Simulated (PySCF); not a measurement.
Input file for PySCF: D3(BJ) and D4 dispersion corrections on H4O4Si (SMILES O[Si](O)(O)O).

```python
from pyscf import gto
from pyscf.dispersion import dftd3, dftd4

mol = gto.M(
    atom='''
    O     0.71113394    1.20921914   -0.87282018
    Si    0.00000019   -0.00000061   -0.00002242
    O    -1.04856140    0.73661234    1.04286751
    O    -0.67509416   -1.03043551   -1.10099916
    O     1.01252262   -0.91539654    0.93086240
    H     0.85174778    2.03616816   -0.39685069
    H    -1.28497915    0.22309208    1.82425491
    H    -1.01647496   -0.61540870   -1.90185794
    H     1.44970513   -1.64385035    0.47436557
    ''',
    basis='def2-svp',
    charge=0, spin=0, verbose=0, max_memory=1800)
d3, d4 = {}, {}
for xc in ['hf', 'pbe', 'blyp', 'revpbe', 'tpss', 'r2scan', 'b3lyp', 'pbe0', 'bhlyp', 'camb3lyp', 'b2plyp']:
    d3[xc] = float(dftd3.DFTD3Dispersion(mol, xc=xc, version='d3bj', atm=False).get_dispersion()['energy'])
    print(f'D3(BJ) {xc:10s} {d3[xc]:14.8f} Eh')
for xc in ['hf', 'pbe', 'blyp', 'revpbe', 'tpss', 'r2scan', 'b3lyp', 'pbe0', 'bhlyp', 'camb3lyp', 'b2plyp']:
    d4[xc] = float(dftd4.DFTD4Dispersion(mol, xc={'camb3lyp': 'cam-b3lyp'}.get(xc, xc), atm=True).get_dispersion()['energy'])
    print(f'D4     {xc:10s} {d4[xc]:14.8f} Eh')
```

Program output:

```
D3(BJ) hf            -0.04758946 Eh
D3(BJ) pbe           -0.00570417 Eh
D3(BJ) blyp          -0.01227215 Eh
D3(BJ) revpbe        -0.01436274 Eh
D3(BJ) tpss          -0.00718748 Eh
D3(BJ) r2scan        -0.00155596 Eh
D3(BJ) b3lyp         -0.01005321 Eh
D3(BJ) pbe0          -0.00492999 Eh
D3(BJ) bhlyp         -0.00798584 Eh
D3(BJ) camb3lyp      -0.00443998 Eh
D3(BJ) b2plyp        -0.00469943 Eh
D4     hf            -0.02384089 Eh
D4     pbe           -0.00644992 Eh
D4     blyp          -0.01449525 Eh
D4     revpbe        -0.02070992 Eh
D4     tpss          -0.00873258 Eh
D4     r2scan        -0.00152526 Eh
D4     b3lyp         -0.01042828 Eh
D4     pbe0          -0.00537297 Eh
D4     bhlyp         -0.00761222 Eh
D4     camb3lyp      -0.00538607 Eh
D4     b2plyp        -0.00447176 Eh
```

The run finished.

Cost: around 0.020 core-seconds (rough).
